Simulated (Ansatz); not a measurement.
NbSeBr3, 5 atoms. Hardware: 2 threads of AMD EPYC 7R13 on a shared host.

In the def2 sets Nb takes a core potential; there is no spin–orbit coupling. Correlated methods freeze 36 core orbitals; core or outer-core shells of Nb, Se, Br are correlated, in sets that lack core-valence functions.

Problem. How many basis functions does each of these Ansatz runs have, and roughly what does it cost? ωB97X-V/def2-TZVPD, charge -1 doublet at the geometry of the charge 0 singlet, energy, from earlier orbitals; RPA@PBE/def2-TZVP, charge 0 singlet, energy, from earlier orbitals; PBE0-D4/def2-TZVP, charge 1 doublet at the geometry of the charge 0 singlet, energy; BHLYP-D4/def2-TZVP, charge 0 singlet, energy, from earlier orbitals; ωB97X-V/def2-TZVP, charge 0 singlet, energy, from earlier orbitals; r2SCAN-D4/def2-TZVP, charge 0 triplet at the geometry of the charge 0 singlet, energy, from earlier orbitals; revPBE-D4/def2-TZVP, charge 0 singlet, energy, from earlier orbitals; MP2/def2-TZVP, charge 0 singlet, energy, from earlier orbitals; PBE0-D4/def2-TZVPD, charge 0 singlet, energy, from earlier orbitals; PBE-D4/def2-TZVP, charge 0 triplet at the geometry of the charge 0 singlet, energy, from earlier orbitals; PBE-D4/def2-SVP, charge 0 singlet, energy with a search over starts; ωB97X-V/def2-TZVP, charge 1 doublet at the geometry of the charge 0 singlet, energy, from earlier orbitals.

Solution. Other jobs shared the machine, so times can vary by a factor of up to 3. A dash marks memory too small to be measured apart from the calling script's.

```tsv
run	functions	fitting or Cholesky vectors	wall time	peak host memory (GiB)
PBE-D4/def2-SVP, charge 0 singlet, energy with a search over starts	159	1658	5.5 s	–
revPBE-D4/def2-TZVP, charge 0 singlet, energy, from earlier orbitals	232	1833	5.5 s	–
BHLYP-D4/def2-TZVP, charge 0 singlet, energy, from earlier orbitals	232	1649	14 s	0.8
RPA@PBE/def2-TZVP, charge 0 singlet, energy, from earlier orbitals	232	1649	14 s	0.65
PBE0-D4/def2-TZVPD, charge 0 singlet, energy, from earlier orbitals	268	2240	19 s	1.7
MP2/def2-TZVP, charge 0 singlet, energy, from earlier orbitals	232	1649	19 s	0.97
ωB97X-V/def2-TZVP, charge 0 singlet, energy, from earlier orbitals	232	1990	30 s	1.3
PBE-D4/def2-TZVP, charge 0 triplet at the geometry of the charge 0 singlet, energy, from earlier orbitals	232	1833	51 s	0.87
PBE0-D4/def2-TZVP, charge 1 doublet at the geometry of the charge 0 singlet, energy	232	1649	65 s	1.7
r2SCAN-D4/def2-TZVP, charge 0 triplet at the geometry of the charge 0 singlet, energy, from earlier orbitals	232	1833	74 s	0.98
ωB97X-V/def2-TZVP, charge 1 doublet at the geometry of the charge 0 singlet, energy, from earlier orbitals	232	1649	2.8 min	2
ωB97X-V/def2-TZVPD, charge -1 doublet at the geometry of the charge 0 singlet, energy, from earlier orbitals	268	1791	3.6 min	2.4
```
